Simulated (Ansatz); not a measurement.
Molecule: sum formula H5BPO2 (charge +1, singlet). It need not be the lowest isomer of its formula. SMILES: B([PH3+])(O)O
Structure (B3LYP-D3(BJ)/def2-TZVP (Ansatz, a program for electronic structure) minimum search):
```xyz
9

O     -0.9775     1.3809    -0.0901
B     -0.6433     0.0930    -0.0442
O     -1.2888    -1.0719    -0.0698
P      1.3279    -0.1785     0.0942
H     -1.9044     1.6473    -0.1614
H     -2.2527    -1.1047    -0.1387
H      2.0524     1.0132     0.1982
H      1.8486    -0.8585    -1.0136
H      1.6839    -0.9564     1.2024
```
Charge +1, spin multiplicity 1.

Parts of the frozen-core correlation energy in cc-pVTZ (Ansatz, hartree). Frozen orbitals: 8; correlated occupied orbitals by spin: 12 and 12; virtual: 174 and 174. Spin-orbit coupling is left out. Non-relativistic.

```json
[
 {"term": "reference (HF)", "value": "-518.01924"},
 {"term": "MP2 opposite-spin", "value": "-0.55312"},
 {"term": "MP2 same-spin", "value": "?"},
 {"term": "CCSD correlation", "value": "?"},
 {"term": "(T)", "value": "?"},
 {"term": "T1 diagnostic", "value": "0.014"},
 {"term": "largest doubles amplitude", "value": "0.033"}
]
```

Problem. Some entries are withheld; supply them.

Solution. 
- MP2 same-spin, value: -0.17094
- CCSD correlation, value: -0.75544
- (T), value: -0.02773
